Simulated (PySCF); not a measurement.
Molecule: SMILES B([C@@H](B)C#C)CC, C$_{5}$H$_{10}$B$_{2}$.

Geometry (Å), atoms numbered from 1 in this order:
```xyz
17

B    -1.7793   -1.1707    1.4340
C    -1.4240   -0.5152    0.0510
B     0.1345   -0.7752   -0.1060
C     1.1496    0.4170    0.0389
C     2.6228    0.0289    0.1903
C    -1.8094    0.8725   -0.0661
C    -2.1392    2.0193   -0.1708
H    -1.9523   -0.5025    2.3774
H    -1.8450   -2.3352    1.5189
H    -1.9164   -1.0900   -0.7416
H     0.5013   -1.8638   -0.3375
H     0.8612    1.0648    0.8723
H     1.0482    1.0548   -0.8473
H     3.2541    0.9125    0.2674
H     2.9559   -0.5551   -0.6646
H     2.7674   -0.5708    1.0863
H    -2.4365    3.0208   -0.2632
```

Frames of a GFN2-xTB Langevin trajectory at 300 K; GIAO PBE0/pcSseg-1 shieldings in PySCF, gas phase, non-relativistic; equivalent atoms averaged within each frame.

Scale: ¹¹B (σ = 100.07 ppm) vs BF3·OEt2; ¹³C (σ = 186.93 ppm) and ¹H (σ = 31.72 ppm) vs TMS (reference shieldings calculated alike). The references are static minima.

How do the shifts (ppm) fluctuate along the trajectory?

Answers


| time (fs) | B1 | B3 | C6 | C2 | C7 | C4 | C5 | H8/H9 | H11 | H10 |
| --- | --- | --- | --- | --- | --- | --- | --- | --- | --- | --- |
| 250 | 91.3 | 90.4 | 100.6 | 83.3 | 83.1 | 26.6 | 8.2 | 8.43 | 8.37 | 6.39 |
| 425 | 85.3 | 90.2 | 90.1 | 53.0 | 82.5 | 28.3 | 6.1 | 7.73 | 7.80 | 3.85 |
| 625 | 91.2 | 91.2 | 86.9 | 26.8 | 81.2 | 27.2 | 15.9 | 8.15 | 8.18 | 1.38 |
| 800 | 74.6 | 74.3 | 88.9 | 46.5 | 86.6 | 24.6 | 10.6 | 7.02 | 6.97 | 5.09 |
| 1000 | 80.9 | 83.1 | 89.4 | 63.6 | 83.4 | 30.3 | 12.6 | 7.84 | 7.28 | 5.39 |
| mean of frames | 84.7 | 85.8 | 91.2 | 54.7 | 83.4 | 27.4 | 10.7 | 7.84 | 7.72 | 4.42 |
| standard deviation | 7.1 | 7.2 | 5.4 | 20.9 | 2.0 | 2.1 | 3.8 | 0.53 | 0.59 | 1.93 |

5 frames give an uncertainty of the mean of about the standard deviation over 2.2 at best, since frames this close in time may not be independent; classical motion lacks zero-point vibration, and the reference would need the same averaging.
